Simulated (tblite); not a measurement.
Run record: tight-binding relaxation, `C=C\C=C/C=C/C=C/C=C\B(C)C`.

Computed with GFN2-xTB geometry optimisation, gas phase (tblite 0.8.0). Start geometry: from a force field or distance geometry. The input is one job of a driver script: a line of settings, then coordinates in Å.

Input:
```
{"job": {"kind": "relax", "xc": "GFN2-xTB", "basis": "xTB"}, "charge": 0, "multiplicity": 1}
C      6.814500     0.049100     0.112900
C      5.474000    -0.020600     0.050000
C      4.700700    -0.348900     1.272300
C      3.354300    -0.437200     1.304300
C      2.450400    -0.252100     0.166200
C      1.124600    -0.371600     0.301800
C      0.219300    -0.176200    -0.840800
C     -1.096500    -0.292900    -0.685300
C     -2.002200    -0.137800    -1.842300
C     -3.343800    -0.008400    -1.762400
B     -4.221900     0.185700    -0.467100
C     -3.666800     0.921500     0.841100
C     -5.797700    -0.019100    -0.599100
H      7.375400     0.286400    -0.781400
H      7.338800    -0.108200     1.041700
H      5.001000     0.154900    -0.880800
H      5.231900    -0.510300     2.197900
H      2.907700    -0.691900     2.271200
H      2.845000    -0.005400    -0.811800
H      0.719100    -0.611500     1.283100
H      0.628800     0.073100    -1.805000
H     -1.502300    -0.562400     0.278500
H     -1.563500    -0.166400    -2.822100
H     -3.896900    -0.020200    -2.700100
H     -4.489300     1.443100     1.374100
H     -2.916700     1.683700     0.559300
H     -3.215400     0.189400     1.535100
H     -6.179400     0.616800    -1.428400
H     -6.312600     0.250300     0.330700
H     -5.998700    -1.084400    -0.834100
```

Output:
```
step      E/eV     max force
  0    -964.58111    2.303
  1    -964.77297    0.866
  2    -964.83743    0.532
  3    -964.89431    0.286
  4    -964.90658    0.228
  5    -964.91769    0.224
  6    -964.92780    0.200
  7    -964.93217    0.102
  8    -964.93389    0.091
  9    -964.93525    0.086
... (121 lines left out)
131    -964.99047    0.019
132    -964.99053    0.018
133    -964.99059    0.014
134    -964.99064    0.015
135    -964.99068    0.014
136    -964.99073    0.015
137    -964.99079    0.014
138    -964.99083    0.014
139    -964.99086    0.014
140    -964.99089    0.010
```

«max force» is the largest atomic force in eV/Å.

From which step on does the largest force stay under 0.1 eV/Å, and how much energy is left to gain from there?

From step 18 (0.085 eV/Å), 41.3 meV above the end.

Main results: energy lowered by 9.4 kcal/mol over 140 steps; largest atomic force 0.010 eV/Å at the end.

Where do the atoms end?

0.303 Å rms from the input after alignment:
```
atom  x, y, z in Å
C1     6.8512   -0.0760    0.1159
C2     5.5204   -0.1473    0.0691
C3     4.7055   -0.3614    1.2322
C4     3.3551   -0.4280    1.2675
C5     2.4701   -0.3096    0.1565
C6     1.1215   -0.3116    0.2744
C7     0.2326   -0.1729   -0.8277
C8    -1.1131   -0.1002   -0.7087
C9    -1.9915    0.0668   -1.8227
C10   -3.3323    0.2069   -1.7413
B11   -4.2368    0.3001   -0.4894
C12   -3.8432    1.1189    0.8055
C13   -5.6667   -0.3736   -0.5564
H14    7.4455    0.0899   -0.7660
H15    7.3883   -0.1817    1.0446
H16    5.0184   -0.0349   -0.8815
H17    5.2489   -0.4665    2.1631
H18    2.8788   -0.5776    2.2295
H19    2.9005   -0.2034   -0.8296
H20    0.6755   -0.4076    1.2569
H21    0.6813   -0.1054   -1.8119
H22   -1.5630   -0.1662    0.2708
H23   -1.5112    0.0470   -2.7964
H24   -3.8529    0.2469   -2.6950
H25   -4.6870    1.6928    1.1855
H26   -3.0078    1.8010    0.6666
H27   -3.5721    0.4297    1.6063
H28   -6.3674    0.3571   -0.9636
H29   -6.0559   -0.6635    0.4169
H30   -5.7106   -1.2410   -1.2117
```

Estimate the wall time. Hardware: one thread, Arm Neoverse N1 (aarch64), shared host with 64 logical CPUs at a one-minute load of 50.

About 2.8 s.
Labels such as C1 count atoms from 1, the log's own numbers from 0.
